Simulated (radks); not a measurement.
Results of a calculation; reference values are marked as such.
Ionisation of Ni+, [Ar] 3d9, to Ni2+, [Ar] 3d8, under several functionals. Scalar-relativistic Kohn-Sham, spin-unpolarised, spherical densities, finite nucleus; a radial shooting solver on a logarithmic mesh with Libxc functionals. Known Delta-SCF values: B86b exchange with PBE correlation 20.386 eV; PW91 20.451 eV. What does r2SCAN give, and what is its highest occupied eigenvalue?

Answer. 20.343 eV by Delta-SCF; the 3d eigenvalue is -12.893 eV. NIST: 18.169 eV (measured).

Beside tabulated values, note that spin-unpolarised runs miss the spin-polarisation part of the exchange energy of open shells.
